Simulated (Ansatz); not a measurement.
Consider the cleavage of the Sn–Al bond: `[CH3][SnH2][AlH2]` + HCl → `[CH3][SnH2][Cl]` + `[AlH3]`.

Computed with Ansatz on PBE0-D4/def2-TZVP structures; ΔE is electronic, products minus reactants. CBS: MP2 limit from def2 TZ/QZ plus the TZ coupled-cluster correction, frozen cores. This one scheme is used for every species. DFT in def2-TZVPP. def2 core potentials past Kr. For Sn outer-core shells are correlated without core-valence functions, which leaves a few kJ/mol of doubt a bond.

```
         level  ΔE (kcal/mol)
      BHLYP-D4          -15.8
        revPBE          -11.7
  MP2/def2-SVP          -14.8
MP2/def2-QZVPP          -14.4
```

Problem. What does CCSD(T)/CBS give? (An estimate is asked.)

Solution. Ansatz gave: -13.5 kcal/mol. The listed levels differ from it by -2.3, 1.8, -1.3, -0.9 kcal/mol.

Largest T1 diagnostic among the species: 0.012.

From PBE to PBE0 (25 % exact exchange), in def2-TZVPP and without D4, ΔE moves by −0.9 kcal/mol. In def2-TZVPP, CCSD(T) changes the Hartree–Fock value by +6.6 kcal/mol (the triples alone add +0.4 kcal/mol) and MP2 by +5.5 kcal/mol.
